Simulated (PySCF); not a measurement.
Species: C₆H₁₁O (doublet state).
Z-matrix (Å and degrees, GFN2-xTB geometry), rows numbered from 1:
```
C 
C   1  1.4662
C   2  1.5689  1  113.29
O   3  1.4005  2  111.08  1    67.42
C   3  1.5376  2  110.27  1   -57.74
C   5  1.4943  3  111.03  2  -172.55
C   6  1.3197  5  124.22  3   121.91
H   1  1.0734  2  120.70  3   -82.50
H   1  1.0724  2  121.08  3    93.49
H   2  1.0938  1  110.52  3   118.33
H   2  1.0916  1  111.00  3  -120.31
H   3  1.0954  2  108.45  1  -177.69
H   4  0.9655  3  108.22  2   -62.59
H   5  1.0956  3  108.07  2    66.91
H   5  1.0904  3  109.28  2   -50.80
H   6  1.0816  5  115.10  3   -56.75
H   7  1.0764  6  122.17  5  -179.60
H   7  1.0781  6  121.64  5     1.02
```

The hyperfine couplings belong to this conformer and change with its torsions.

Identity: `[CH2]C[C@H](O)CC=C` [radical].

Computed with UKS B3LYP, pcH-1 on C H O, non-relativistic, mean-field spin-orbit, GIAO (PySCF). One conformer (not necessarily the lowest) at the GFN2-xTB geometry, without solvent, vibrations or thermal averaging. A GFN2-xTB geometry isn't a minimum of the functional, and hyperfine couplings can be far from their values at a DFT geometry. Stability of the SCF solution: not tested.

Question: Predict the first-order ENDOR lines of C1, C3, C2, C6, C7, H8/H9, H10, H11, H17 and H18 under fast tumbling at B = 3358.3 mT (W band).

Answer: For S = 1/2 in fast tumbling each set of equivalent nuclei gives two lines, ν± = |νn ± a/2| to first order, with νn = g_N μN B/h and μN/h = 7.62259 MHz/T.

| nuclei | isotope | g_N | νn (MHz) | a_iso (MHz) | lower line (MHz) | upper line (MHz) |
| --- | --- | --- | --- | --- | --- | --- |
| C1 | 13C | 1.4048 | 35.96 | 89.09 | 8.58 | 80.51 |
| C3 | 13C | 1.4048 | 35.96 | 75.61 | 1.84 | 73.77 |
| C2 | 13C | 1.4048 | 35.96 | -34.62 | 18.65 | 53.27 |
| C6 | 13C | 1.4048 | 35.96 | -1.48 | 35.22 | 36.70 |
| C7 | 13C | 1.4048 | 35.96 | 1.30 | 35.31 | 36.61 |
| H8/H9 | 1H | 5.5857 | 142.99 | -62.41 | 111.78 | 174.19 |
| H10 | 1H | 5.5857 | 142.99 | 52.16 | 116.91 | 169.07 |
| H11 | 1H | 5.5857 | 142.99 | 32.37 | 126.80 | 159.17 |
| H17 | 1H | 5.5857 | 142.99 | -1.03 | 142.47 | 143.50 |
| H18 | 1H | 5.5857 | 142.99 | -0.96 | 142.51 | 143.47 |

The rows for 13C, of low natural abundance, apply to labelled samples.

Question: Which pairs are centred on the nuclear Larmor frequency, and which on half the coupling?

Answer: Centred on νn, since |a| < 2νn: C2, C6, C7, H8/H9, H10, H11, H17 and H18. Centred on |a|/2 and split by 2νn: C1 and C3.

Question: At what field would the lower line of C2 fall to zero frequency?

Answer: Where νn = |a|/2, that is B = 17.31 MHz/(1.4048 × 7.62259 MHz/T) = 1620 mT, as far as first order holds there.

Means are taken over nuclei equivalent by connectivity, which assumes that they swap fast.

The Mulliken spin populations are largest on C1 (+1.06), C2 (-0.09) and C3 (+0.06). No atom but C1 exceeds +0.15. The positive populations add up to 1.19 and the negative ones to -0.19, together 2S = 1. The angles at C1 add up to 359.9°, so it is planar; its axial dipolar tensor and the negative couplings of its protons fit spin in a p orbital normal to that plane.

On one thread of an Arm Neoverse V2, shared host, this took 56 s wall (with the writing of density and orbital grids) and 1.0 GiB of memory at its peak.
